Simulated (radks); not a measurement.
Results of a calculation; reference values are marked as such.
Problem. These are the eigenvalues of the occupied orbitals of an atom or ion with whole-number occupations (eV). Level of theory: Dirac Kohn-Sham, PBEsol, spin-unpolarised, spherical densities, finite nucleus; Fermi nuclear charge, rms radius of each element as measured or else 0.836 A^(1/3) + 0.57 fm (a radial shooting solver on a logarithmic mesh with Libxc functionals).

| orbital | eigenvalue |
|---|---|
| 1s1/2 | -20847.55 |
| 2s1/2 | -2976.261 |
| 2p1/2 | -2745.232 |
| 2p3/2 | -2627.091 |
| 3s1/2 | -520.4627 |
| 3p1/2 | -431.6786 |
| 3p3/2 | -411.9170 |
| 3d3/2 | -254.6959 |
| 3d5/2 | -250.8958 |
| 4s1/2 | -76.0538 |
| 4p1/2 | -50.0895 |
| 4p3/2 | -47.1272 |
| 4d3/2 | -9.4183 |
| 4d5/2 | -9.1214 |
| 5p1/2 | -2.8105 |
| 5p3/2 | -2.6362 |

Which element is it, and in what charge state? The configuration may be excited. Open shells, if any, are shared by 2j + 1.

Solution. Z = 43, technetium, charge 0: Tc in [Kr] 4d5 5p2. The list shows which subshells hold electrons but not how many an open one holds; the 1s level, -766.13 hartree, gives Z - s = 39.1 by -(Z - s)^2/2, which with screening and relativity narrows Z to a few neighbours, and the depths of the outer levels then fix element, charge and occupations together.
